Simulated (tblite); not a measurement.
Species: C6H9FN (doublet state).
Numbering: `[CH2:1]=[C:2]1[CH2:3][C:4]([NH2:5])[C@:6]1([CH3:7])[F:8]` (hydrogens: H9, H10 on C1; H11, H12 on C3; H13, H14 on N5; H15, H16, H17 on C7)

Geometry (GFN2-xTB, Å), atoms numbered from 1 in this order:
```xyz
17
C6H9FN angstrom
C     -1.7377   -1.4257    0.8520
C     -0.7042   -0.7915    0.3343
C      0.4863   -1.2269   -0.4903
C      1.1104    0.0841   -0.0878
N      2.4114    0.3361    0.2814
C     -0.1341    0.5893    0.5772
C     -0.8548    1.7764   -0.0409
F      0.0314    0.8828    1.9559
H     -2.4223   -0.9309    1.5191
H     -1.9295   -2.4628    0.6336
H      0.2847   -1.3338   -1.5602
H      0.9866   -2.1401   -0.1458
H      3.0332   -0.4618    0.2842
H      2.5147    0.9333    1.0918
H     -1.0201    1.5894   -1.0975
H     -1.8112    1.9208    0.4555
H     -0.2517    2.6735    0.0772
```

The geometry is computed with GFN2-xTB (gas phase). This method treats the open shell by occupation alone, without spin polarisation.

Take the most abundant isotopes and a rigid rotor. The values belong to one conformer with, in the numbering `[CH2:1]=[C:2]1[CH2:3][C:4]([NH2:5])[C@:6]1([CH3:7])[F:8]`, C3–C4–N5–H 0° and -136°.

(1) Give the principal moments of inertia and the rotational constants in cm⁻¹.

(2) What kind of rotor is it?

(3) Is it planar, by Δ = Ic − Ia − Ib?

(4) Give the other two planar moments, Paa and Pbb, and the rms extents of the mass along the axes.

## Answers

(1) Ia = 196.53, Ib = 248.39, Ic = 328.41 u·Å²; 505379 MHz·u·Å²/I gives 2572, 2035 and 1539 MHz, that is A = 0.08578, B = 0.06787, C = 0.05133 cm⁻¹.

(2) An asymmetric top; Ray's κ = -0.040.

(3) Not planar: Δ = Ic − Ia − Ib = -116.51 u·Å². For a rigid frame Δ = −2 Σ m c², so Σ m c² = 58.26 u·Å² lies off the ab plane: 11.56 from hydrogen and 46.69 from heavier atoms. The atom farthest from that plane is 2.20 Å away.

(4) Paa = Σ m a² = (Ib + Ic − Ia)/2 = 190.13 and Pbb = Σ m b² = (Ia + Ic − Ib)/2 = 138.28 u·Å². With the mass M = 114.07 u, the rms extents √(P/M) along a, b and c are 1.29, 1.10, 0.71 Å.

For this open shell read J as N, the rotation without spin; fine and hyperfine splittings come on top. Its GFN2-xTB frequencies are all real (lowest 42 cm⁻¹). Constants of a rigid frame at the computed geometry: no zero-point averaging, no centrifugal distortion.
